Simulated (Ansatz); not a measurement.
Reaction (isomerisation): `CC1CBC1` → `BC(=C)CC`

Calculated with Ansatz (gas phase, PBE0-D4/def2-TZVP geometries, no zero-point term in ΔE). CCSD(T)/CBS adds triple-zeta CCSD(T) − MP2 to the extrapolated MP2 energy (def2 sets, frozen cores). Functionals use def2-TZVPP. B3LYP here is the variant with VWN-RPA as its local correlation; programs differ in this. One conformer a species, not always the lowest.

```csv
level,ΔE (kJ/mol),difference from CCSD(T)/CBS
PBE-D4,13.8,11.5
r2SCAN-D4,10.5,8.2
PBE0-D4,20.2,17.9
B3LYP-D4,-8.8,-11.1
ωB97X-V,16.5,14.2
ωB97M-V,11.6,9.3
B2PLYP,-4.9,-7.2
PBE,13.6,11.3
r2SCAN,10.6,8.3
PBE0,20.2,17.9
B3LYP,-9.2,-11.5
HF/def2-TZVPP,-20.2,-22.5
MP2/def2-TZVPP,8.3,6.0
SCS-MP2/def2-TZVPP,-0.9,-3.2
CCSD/def2-TZVPP,1.8,-0.5
CCSD(T)/def2-TZVPP,0.5,-1.8
HF/def2-QZVPP,-20.5,-22.8
MP2/def2-QZVPP,9.2,6.9
SCS-MP2/def2-QZVPP,0.1,-2.2
HF/CBS(def2),-20.6,-22.9
MP2/CBS(def2),10.1,7.8
CCSD/CBS(def2),3.6,1.3
CCSD(T)/CBS,2.3,0
```

Largest T1 diagnostic among the species: 0.010.

In def2-TZVPP, CCSD(T) changes the Hartree–Fock value by +20.7 kJ/mol (the triples alone add −1.2 kJ/mol) and MP2 by +28.5 kJ/mol. From PBE to PBE0 (25 % exact exchange), in def2-TZVPP and without D4, ΔE moves by +6.6 kJ/mol.

CCSD(T)/CBS has its own doubt, a few kJ/mol and more with outer-core shells, so smaller differences from it don't rank the levels.
